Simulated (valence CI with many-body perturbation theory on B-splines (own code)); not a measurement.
# Ladder of approximations for Dy16+

Computed by configuration interaction combined with many-body perturbation theory (CI+MBPT): four valence electrons over a frozen Dirac-Fock core [Kr] 4d10, radial functions for each j: 8 s, 8 p, 9 d, 9 f, 6 g, 3 h, 2 i, with the one-electron correlation potential Σ1 (screened to all orders), the two-electron term Σ2, the three-electron term Σ3, Breit, model QED; selected single and double excitations, second order for the rest, scaled by the run's own slope (own B-spline code, finite nucleus).

No measured spectrum was set against this ion. As an estimate, terms of the open shell hold to a few per cent of their energy, and close levels can change places. Core correlation moves these levels by up to 3400 cm⁻¹, and in measured spectra 5 to 20 % of such shifts remained as error; rates that hang on mixing are uncertain with them. Only levels of the ground parity were solved; by the run's estimate the other parity begins above the list, which can be wrong where configurations are misplaced.

Each rung adds one term. CI alone is the Dirac-Coulomb CI over the frozen core; QED comes last and gives the full result, which names the levels. Energies are above 4f⁴ ⁵I_4 on the same rung, in cm⁻¹.

Names give the largest LS component (configuration and term), which can be under half, so a name can repeat, a term be missing and a line seem to break the LS rules; names also repeat where a configuration has a term twice. Letters in brackets count levels of one name in rising energy.

| Level | CI alone | Σ1 | Σ2 | Σ3 | Breit | QED | Full |
| --- | --- | --- | --- | --- | --- | --- | --- |
| 4f⁴ ⁵I_5 | 4210 | +244 | +380 | +18 | -431 | +25 | 4446 |
| 4f⁴ ⁵I_6 | 8610 | +467 | +707 | +23 | -886 | +48 | 8969 |
| 4f⁴ ⁵I_7 | 13038 | +660 | +967 | +12 | -1332 | +66 | 13411 |
| 4f⁴ ⁵I_8 | 17425 | +819 | +1170 | -13 | -1766 | +81 | 17716 |
| 4f⁴ ⁵F_1 | 24925 | +336 | -991 | +421 | -68 | +22 | 24645 |
| 4f⁴ ⁵F_2 | 25624 | +292 | -1089 | +390 | -36 | +15 | 25196 |
| 4f⁴ ⁵F_3 | 28226 | +477 | -808 | +396 | -386 | +35 | 27940 |
| 4f⁴ ⁵F_4 [a] | 29630 | +340 | -650 | +136 | -273 | +21 | 29205 |
| 4f⁴ ⁵S_2 | 30390 | +550 | -713 | -498 | -427 | +43 | 29345 |
| 4f⁴ ³K_6 | 32374 | +517 | +139 | -439 | -772 | +38 | 31857 |
| 4f⁴ ⁵F_5 | 33960 | +703 | -421 | +338 | -852 | +57 | 33786 |
| 4f⁴ ⁵G_2 | 35313 | +297 | -2045 | +326 | +15 | +10 | 33917 |
| 4f⁴ ⁵F_4 [b] | 34132 | +557 | -233 | +21 | -459 | +38 | 34056 |
| 4f⁴ ³K_7 | 35423 | +583 | -90 | -335 | -988 | +42 | 34635 |
| 4f⁴ ⁵G_3 | 35889 | +366 | -1351 | +282 | -107 | +18 | 35096 |
| 4f⁴ ³K_8 | 39036 | +657 | -195 | -251 | -1262 | +47 | 38032 |
| 4f⁴ ³H_5 [a] | 40235 | +756 | +18 | -42 | -810 | +57 | 40214 |
| 4f⁴ ⁵G_4 | 41789 | +708 | -839 | +62 | -598 | +52 | 41175 |
| 4f⁴ ³G_3 [a] | 42785 | +704 | -350 | +279 | -532 | +50 | 42936 |

The middle columns are the shifts that each term adds.

(1) How does the ionisation energy move along the ladder, and which term matters most?

Answers

(1) CI alone 347.76, + Σ1 350.71, + Σ2 357.28, + Σ3 357.31, + Breit 357.35, + QED 357.38 eV. The largest step is Σ2, 6.57 eV. NIST lists 366 ± 19 eV (theoretical).
